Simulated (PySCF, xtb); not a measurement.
B(CCH)(Me)(OH) (C3H5BO), SMILES C(B(O)C)#C.

xtb with GFN2-xTB at its own geometry gives an orbital gap of 4.82 eV and a dipole moment of 1.41 D.

The structure is a stationary point at PBE-D3(BJ)/def2-SVP. The structure was generated by enumeration, and PubChem lists no compound with its InChIKey, so it may never have been made. Other conformers were not sampled.

### Question
What does PySCF with PBE/def2-TZVP give? (An estimate is asked for; the answer gives what the named calculation found.)

### Answer
gap 4.93 eV (levels -6.90 and -1.97 eV), dipole 1.39 D.
